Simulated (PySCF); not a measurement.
Oxygen: a sound run and one with changed settings

Sound run: O⁺ [He] 2s2 2p3, O²⁺ [He] 2s2 2p2. All numbers are calculated (PySCF 2.14, scalar relativity by spin-free X2C-1e, in aug-cc-pVDZ-DK). In the sound run the correlated levels freeze 1s2. The sound run starts from symmetry-adapted Hartree-Fock orbitals and uses a fine grid where one is needed.

Changed run: basis STO-3G, all-electron and non-relativistic. This setting is unsound on purpose.

| species | method | sound run (hartree) | changed run (hartree) | converged |
| --- | --- | --- | --- | --- |
| O⁺ | UHF | -74.40588 | -73.44358 | yes |
| O⁺ | M06-2X | -74.59985 | -73.62634 | yes |
| O⁺ | M06-L | -74.61027 | -73.61728 | yes |
| O⁺ | MP2 | -74.47813 | -73.44358 | yes |
| O²⁺ | UHF | -73.13623 | -72.10797 | yes |
| O²⁺ | M06-2X | -73.30821 | -72.27327 | yes |
| O²⁺ | M06-L | -73.31021 | -72.24471 | yes |
| O²⁺ | MP2 | -73.19255 | -72.11973 | yes |
| O²⁺ | CCSD(T) | -73.21586 | -72.12986 | yes |

Ionisation energy of O⁺:

```csv
method,sound run (eV),changed run (eV)
UHF,34.549,36.344
M06-2X,35.147,36.819
M06-L,35.377,37.350
MP2,34.982,36.024
SCS-MP2,34.784,35.960
```

A minimal basis cannot let orbitals breathe on ionisation and holds almost no correlation. The Hamiltonian changed with the basis, so the totals do not compare.

For comparison, NIST gives 35.121 eV between the lowest levels.
